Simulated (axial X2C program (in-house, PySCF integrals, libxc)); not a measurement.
# Curves of VF⁺ from open-shell CI on d3 s0 p(π)0

Computed with an axial X2C code built on PySCF integrals: two-component X2C with atomic mean-field Coulomb and Gaunt terms, basis V dyall-v3z, F dyall-v3z (cores contracted in-house). Orbitals come from Hartree–Fock averaged over the configuration V d3 s0 p(π)0; CI then distributes these electrons over the d, s, p(π) shells of V. The speed of light was multiplied by 2, so these are model numbers.

Scan along the bond; masses V 50.944 u, F 18.998 u. Energies in cm⁻¹ from the lowest point; levels are followed by energy order within each Ω. Lowest level at 1.793 Å: 100% d3.

```tsv
R (Å)	(1)Ω=1/2	(2)Ω=1/2	(1)Ω=3/2	(1)Ω=5/2	(3)Ω=1/2	(2)Ω=3/2	(2)Ω=5/2	(1)Ω=7/2	(3)Ω=3/2
1.667	1571	1585	1600	1616	3322	3347	3372	3397	4035
1.730	210	224	238	254	1469	1495	1520	1545	2385
1.793	0	13	27	43	892	918	944	969	1885
1.865	778	790	804	820	1370	1397	1422	1447	2364
1.936	2296	2306	2320	2336	2683	2710	2735	2759	3628
2.017	4635	4643	4656	4673	4868	4896	4921	4942	5729
2.116	8031	8035	8046	8066	8157	8186	8209	8226	8896
```

(1) Fit the curves (1)Ω=1/2, (2)Ω=1/2, (1)Ω=3/2, (1)Ω=5/2, (3)Ω=1/2, (2)Ω=3/2, (2)Ω=5/2, (1)Ω=7/2, (3)Ω=3/2 near their minima.

The 9 lowest curves are shown; the next is (4)Ω=1/2, from 1886 cm⁻¹.

Dynamic correlation is missing, so gaps between terms are too wide and other configurations may lie lower; the lowest level listed is that of this model, not necessarily the ground state. For d shells the ligand-field splittings (σ, π, δ) and their order can be off by a thousand cm⁻¹ or more. At most 4 roots were kept for each Ω > 0 (twice that for Ω = 0) within 3.2 eV of the lowest, so higher up levels can be missing between those listed; levels with Ω > 0 are doubly degenerate and listed once, Ω = 0 levels singly. States that fill the shells left empty in the average are placed too high.

## Answers

(1) From the open-shell CI curves, Te from the lowest:

| level | Te (cm⁻¹) | Re (Å) | ωe (cm⁻¹) |
| --- | --- | --- | --- |
| (1)Ω=1/2 | 0 | 1.775 | 750.5 |
| (2)Ω=1/2 | 13 | 1.775 | 750.4 |
| (1)Ω=3/2 | 27 | 1.775 | 750.3 |
| (1)Ω=5/2 | 43 | 1.775 | 750.4 |
| (3)Ω=1/2 | 928 | 1.797 | 750.2 |
| (2)Ω=3/2 | 954 | 1.797 | 750.3 |
| (2)Ω=5/2 | 980 | 1.797 | 750.2 |
| (1)Ω=7/2 | 1005 | 1.797 | 750.1 |
| (3)Ω=3/2 | 1923 | 1.795 | 725.0 |

Without dynamic correlation distances can be off by several hundredths of an Å (long for ionic bonds, short for multiple bonds) and the wavenumbers are rough.
